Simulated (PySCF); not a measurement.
Ligand exchange on a metal centre used in film growth or etching (Hf F-H). Isolated molecules, 0 K electronic values unless said otherwise.

The LUMO from two functionals at the same geometries (PBE-D3(BJ)/def2-SVP), both in PySCF: PBE-D3(BJ)/def2-TZVP and B3LYP-D3(BJ)/def2-TZVP. B3LYP has the VWN-RPA correlation part, as in Gaussian. 

```csv
species,B3LYP-D3(BJ)/def2-TZVP (eV)
0 of 4 F replaced by H ([Hf(F)4]),-1.35
1 of 4 F replaced by H,-1.68
2 of 4 F replaced by H ([Hf(F)2(H)2]),-2.33
3 of 4 F replaced by H ([Hf(F)(H)3]),-2.26
4 of 4 F replaced by H ([Hf(H)4]),-2.36
```

What does PBE-D3(BJ)/def2-TZVP give for each?


- 0 of 4 F replaced by H ([Hf(F)4]): -1.71
- 1 of 4 F replaced by H: -2.30
- 2 of 4 F replaced by H ([Hf(F)2(H)2]): -2.94
- 3 of 4 F replaced by H ([Hf(F)(H)3]): -2.92
- 4 of 4 F replaced by H ([Hf(H)4]): -3.08
Over these rows, drawn at random from the members with no instability flagged (it was tested for open shells, ions and some series alone), PBE minus B3LYP-D3(BJ): mean -0.60 eV, from -0.73 eV to -0.36 eV.
